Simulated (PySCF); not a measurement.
A structure optimised at r2SCAN-D4/def2-SVP, used in a PySCF frequency run:

```
C
H 1 1.1030
H 1 1.1073 2 105.44
C 1 1.4523 2 111.53 3 119.22
C 4 1.2152 3 150.99 1 178.79
H 5 1.0743 3 161.37 1 -179.88
C 1 1.5446 2 106.74 3 -111.66
O 7 1.2089 1 118.92 2 35.54
C 7 1.5036 8 123.45 1 -178.33
H 9 1.0971 7 109.82 8 5.45
H 9 1.1021 10 110.90 7 -122.59
H 9 1.1024 10 110.17 11 -116.80
```
Charge 0, spin multiplicity 1.

Q: Write its SMILES and formula.

A: C#CCC(C)=O, C₅H₆O

Q: What are its rotational constants (standard atomic weights)?

A: 8.0244, 2.2801, 1.8385 GHz
